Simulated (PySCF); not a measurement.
A structure optimised at PBE-D3(BJ)/def2-SVP, used in a PySCF frequency run:

```xyz
12

N     -2.1607     0.6844     0.5957
Si    -0.9659    -0.1141    -0.3645
O     -0.5764    -1.5895     0.3354
O      0.5206     0.6452    -0.4688
Si     2.0720     0.2683     0.0520
H     -1.9460     0.9585     1.5584
H     -2.7529     1.3880     0.1474
H     -1.5365    -0.2024    -1.7439
H     -1.3391    -2.0736     0.6958
H      2.1159     0.0787     1.5451
H      2.5916    -0.9739    -0.6176
H      2.9542     1.4281    -0.3127
```

Task: Write its SMILES and formula.

Result: N[Si@H](O)O[SiH3], H₇NO₂Si₂

Task: What are its rotational constants (standard atomic weights)?

Result: 5.8115, 1.7940, 1.5552 GHz
